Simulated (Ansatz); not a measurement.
`C=CB(F)F` + `N=C=O` → `O=C=NB(F)F` + `C=C` at 700 K and 1 bar (ligand exchange at a B–C bond).

Program: Ansatz. Geometries: PBE0-D4/def2-TZVP. ΔE: electronic, gas phase. CBS: MP2 limit from def2 TZ/QZ plus the TZ coupled-cluster correction, frozen cores. This one scheme is used for every species. Each species was taken in one conformer, which may not be the lowest.

| species | CCSD(T)/CBS energy (Eh) | H − E (kJ/mol) | S (J/(mol·K)) |
| --- | --- | --- | --- |
| `C=CB(F)F` | -302.40039 | 196.5 | 392.4 |
| `N=C=O` | -168.51995 | 89.3 | 283.6 |
| `O=C=NB(F)F` | -392.46591 | 117.8 | 400.5 |
| `C=C` | -78.48111 | 168.9 | 268.4 |

H − E and S are ideal-gas, rigid-rotor, harmonic terms from PBE0-D4/def2-TZVP, for one conformer and one mirror image of each species. 1 Eh = 2625.50 kJ/mol, R = 8.31446 J/(mol·K).

Q: By hand: ΔE, ΔH, ΔS and ΔG.

A: ΔE = (-392.46591) + (-78.48111) − (-302.40039) − (-168.51995) = -0.02668 Eh = -70.0 kJ/mol. Δ(H − E) = 117.8 + 168.9 − 196.5 − 89.3 = 0.9, so ΔH = -69.1 kJ/mol. ΔS = 400.5 + 268.4 − 392.4 − 283.6 = -7.1 J/(mol·K). ΔG = -69.1 − 700 × (-7.1)/1000 = -64.1 kJ/mol.

Q: By hand: the equilibrium constant, and the temperature at which ΔG would vanish if ΔH and ΔS stayed fixed.

A: log₁₀ K = −ΔG/(RT ln 10) = 4.8. ΔG = 0 at ΔH/ΔS = 9732 K, far beyond where these terms or the molecules hold.

The number of gas molecules stays the same, so ΔS is small and ΔH decides. A doubt of 5 kJ/mol in ΔE shifts log₁₀ K by 0.4 here. Other conformers and mirror images would add mixing entropy, several J/(mol·K) or more a flexible species. These are equilibria of isolated gas molecules and say nothing of rates. Largest T1 diagnostic: 0.018 (customary marks: 0.02 for closed shells, 0.045 for open ones).
